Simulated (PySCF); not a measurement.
## Which functional comes closest?

Molecule: `C[Si](C)(C)[Si](C)(C)C`, C₆H₁₈Si₂.

Numbering as in the mapped SMILES `[CH3:1][Si:2]([CH3:3])([CH3:4])[Si:5]([CH3:6])([CH3:7])[CH3:8]`. Hydrogens are named by the atom that carries them.

Geometry PBE0-D3(BJ)/def2-SVP throughout; GIAO in PySCF, gas phase, one conformer, non-relativistic; equivalent atoms averaged; basis pcSseg-1.

Reference values (measured; solution; U. Herzog, Habilitationsschrift, TU Bergakademie Freiberg, 2002/2003): δ(Si2/Si5) = -19.8 ppm vs TMS. Computed shifts are taken against TMS, calculated as an isolated molecule at each level.

Task: How do the functionals BLYP, OPBE, KT2, KT3, B97-D, PBE0, mPW1PW91, B97-2, BHandHLYP, wB97X-D perform against the reference? Times are CPU seconds on shared hosts with different chips, so compare them loosely; the GGAs took longer than the global hybrids here, which isn't the general rule, and the cause wasn't traced.

Result: 
```csv
functional,kind,Si2/Si5,abs. error Si,core-s
BLYP,GGA,-18.4,1.4,70
OPBE,GGA,-21.8,2.0,74
KT2,GGA,-19.9,0.1,74
KT3,GGA,-18.8,1.0,74
B97-D,GGA,-18.0,1.8,73
PBE0,global hybrid,-21.0,1.2,60
mPW1PW91,global hybrid,-20.7,0.9,52
B97-2,global hybrid,-19.7,0.1,50
BHandHLYP,global hybrid,-18.6,1.2,48
wB97X-D,range-separated hybrid,-20.6,0.8,78
```

For ²⁹Si the closest is KT2 (0.1 ppm, with B97-2 practically level) and the furthest OPBE (2.0 ppm). One molecule is a small sample, and vibrational and solvent effects are absent from the calculation.
